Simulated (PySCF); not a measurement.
Radial density of Al³⁺ (aluminium, charge +3)

B97-3, [Ne], closed-shell 1S. All numbers are calculated (PySCF 2.14, the spin-free X2C one-electron Hamiltonian (Gaussian nucleus), in aug-cc-pCVQZ-DK).

| r (bohr) | 4πr²ρ (e/bohr) |
| --- | --- |
| 0.00198 | 0.07522 |
| 0.00333 | 0.1983 |
| 0.00560 | 0.5136 |
| 0.00941 | 1.285 |
| 0.0158 | 3.020 |
| 0.0266 | 6.376 |
| 0.0448 | 11.20 |
| 0.0754 | 14.52 |
| 0.127 | 12.10 |
| 0.213 | 8.517 |
| 0.359 | 11.68 |
| 0.603 | 10.73 |
| 1.01 | 3.066 |
| 1.71 | 0.1611 |
| 2.87 | 0.0005829 |

Densities and radii are taken from the X2C orbitals without a picture-change correction, which distorts them close to the nucleus.
